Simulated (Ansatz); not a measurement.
C$_{6}$H$_{19}$N$_{3}$Sn (`C[N](C)[SnH]([N](C)C)[N](C)C`), 29 atoms. Total charge 0; spin multiplicity 1. Correlated methods include outer-core shells of Sn, which these sets cover unevenly. Sn takes the def2 core potential. Hardware: A = 11 threads of an AMD EPYC 7R13 on a shared host and a whole NVIDIA H100 80 GB; B = 11 threads of an AMD EPYC 7R13 on a shared host. Correlated methods freeze the cores.

(1) Give the basis size and wall time and peak host memory of each of these runs in Ansatz. RKS r2SCAN-D4/def2-TZVPP energy and forces [A]; RKS ωB97M-V/def2-SVP energy [B]; RHF-CCSD(T)/def2-TZVPP energy [A]; RKS ωB97X-V/def2-TZVPP energy [A]; RKS PBE0-D4/def2-TZVP relaxation (8 steps) [A]; RKS PBE0-D4/def2-QZVPP energy [A]; direct RPA on PBE orbitals/def2-TZVPP energy [A]; RKS PBE0-D4/def2-SVP energy [B]; RKS r2SCANh-D4/def2-TZVPP energy [A]; RHF-MP2/def2-QZVPP energy [A]; RKS BLYP-D4/def2-TZVPP energy [A]; RKS ωB97M-V/def2-QZVPP energy [A]. (Estimate.)

Results:

(1) The calculation gave: Other jobs shared the machine, so times are rough.

| level | job | functions | wall time | peak host memory (GiB) |
| --- | --- | --- | --- | --- |
| RKS BLYP-D4/def2-TZVPP | energy [A] | 595 | 2.2 s | 1.2 |
| RKS r2SCANh-D4/def2-TZVPP | energy [A] | 595 | 2.5 s | 1.8 |
| RKS PBE0-D4/def2-SVP | energy [B] | 247 | 2.8 s | 1.8 |
| RKS r2SCAN-D4/def2-TZVPP | energy and forces [A] | 595 | 2.8 s | 1.2 |
| RKS ωB97X-V/def2-TZVPP | energy [A] | 595 | 3.2 s | 1.8 |
| RKS PBE0-D4/def2-QZVPP | energy [A] | 1165 | 4.1 s | 1.8 |
| direct RPA on PBE orbitals/def2-TZVPP | energy [A] | 595 | 4.9 s | 3.7 |
| RHF-MP2/def2-QZVPP | energy [A] | 1165 | 6.5 s | 2.1 |
| RKS ωB97M-V/def2-QZVPP | energy [A] | 1165 | 7 s | 2 |
| RKS ωB97M-V/def2-SVP | energy [B] | 247 | 7.5 s | 1.9 |
| RKS PBE0-D4/def2-TZVP | relaxation (8 steps) [A] | 443 | 13 s | 1.2 |
| RHF-CCSD(T)/def2-TZVPP | energy [A] | 595 | 78 s | 3.5 |
